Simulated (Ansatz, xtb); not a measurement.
Stretching the O3–H4 bond in FHOPb (SMILES [OH][Pb][F]) (multiplicity 1 held, fragments rigid). Energies count from the point at 0.966 Å.
Geometry at that point (charge 0, multiplicity 1):
```xyz
4

Pb     0.1198     0.0251     0.2337
F     -0.2989     1.3526    -1.3024
O     -0.7528    -1.6071    -0.7309
H     -1.1147    -1.3712    -1.5949
```

Restricted levels (R-, RO-) in cc, def2 and unpolarised 6-31G sets keep to the state of the molecule at rest. Active spaces are followed from a long bond inwards. Curves can end on different states.

Correlated levels freeze the cores. Filled d and f shells under p-block atoms count as core.

The values were computed with Ansatz (Gaussian orbitals); xtb for the GFN methods.  In def2 rows elements past Kr take small-core potentials, without spin–orbit coupling. The GFN methods have no spin term and hold the electronic entropy of 300 K.

Energies in kJ/mol.

```
R (Å)  GFN2-xTB  R-r2SCAN/def2-TZVPP  R-wB97X-V/def2-TZVPP  FIC-MRCISD on CASSCF(4,3)/def2-TZVPP  FIC-MRCISD+Q on CASSCF(4,3)/def2-TZVPP
-----  --------  -------------------  --------------------  ------------------------------------  --------------------------------------
0.773       130                  145                   145                                   138                                     141
0.869        21                   28                    27                                    24                                      26
0.966         0                    0                     0                                     0                                       0
1.063        20                   19                    20                                    22                                      21
1.159        59                   61                    65                                    67                                      65
1.304       131                  141                   149                                   149                                     147
1.449       207                  225                   238                                   230                                     229
1.691       324                  349                   373                                   343                                     344
1.932       418                  449                   486                                   418                                     422
2.222       500                  538                   593                                   466                                     473
2.608       567                  617                   697                                   491                                     500
3.091       608                  673                   785                                   499                                     509
```

Doubts at one or more of the structures used: a restricted determinant that unrestricted orbitals would lower (R-r2SCAN/def2-TZVPP, R-wB97X-V/def2-TZVPP); active orbitals that take no part (FIC-MRCISD on CASSCF(4,3)/def2-TZVPP, FIC-MRCISD+Q on CASSCF(4,3)/def2-TZVPP).

Ansatz is a first-principles code.
